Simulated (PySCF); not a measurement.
A geometry optimisation on [Se4]2+.

Method: PBE0-D3(BJ)/def2-SVP geometry optimisation, gas phase (PySCF 2.14.0). Start geometry: GFN2-xTB. A driver script takes a list of jobs; this job's settings line and coordinates (Å) are shown.

Input:
```
{"job": {"xc": "PBE0", "basis": "def2-SVP", "d3": "d3bj", "grid": 1, "maxiter": 40, "kind": "geom"}, "charge": 2, "multiplicity": 1}
Se    -1.049680    -0.686140     1.083410
Se     0.813400     0.728220     1.246390
Se     1.047510     0.687200    -1.082280
Se    -0.811230    -0.729270    -1.247520
```

Output:
```
step   0  E = -9603.17262572  max force = 0.009074
step   1  E = -9603.17369451  max force = 0.000957
step   2  E = -9603.17370526  max force = 0.000212
optimisation converged
```

Energies in Eh; «max force» is the largest Cartesian gradient component in Eh/bohr.

**Question.** How much energy does the optimisation release, in kcal/mol?

**Answer.** E(step 0) − E(last step) = 0.001080 Eh, which is 0.7 kcal/mol.

**Question.** Give the first gradient maximum in eV/Å.

**Answer.** With 1 Eh/bohr = 51.422 eV/Å, 0.467 eV/Å.

In short: final energy -9603.17371 Eh after 2 steps.

**Question.** Where do the atoms end?

**Answer.** 0.022 Å rms from the input after alignment:
```
atom  x, y, z in Å
Se1   -1.0364   -0.6888    1.0584
Se2    0.7939    0.7114    1.2397
Se3    1.0356    0.6896   -1.0584
Se4   -0.7932   -0.7122   -1.2397
```

The ion is multiply charged and computed in the gas phase, without counter-ions or solvent.

Time: 34 s of wall time. Hardware: one thread of an Arm Neoverse V1, no GPU, on a shared host.
Labels such as C1 count atoms from 1, the log's own numbers from 0.
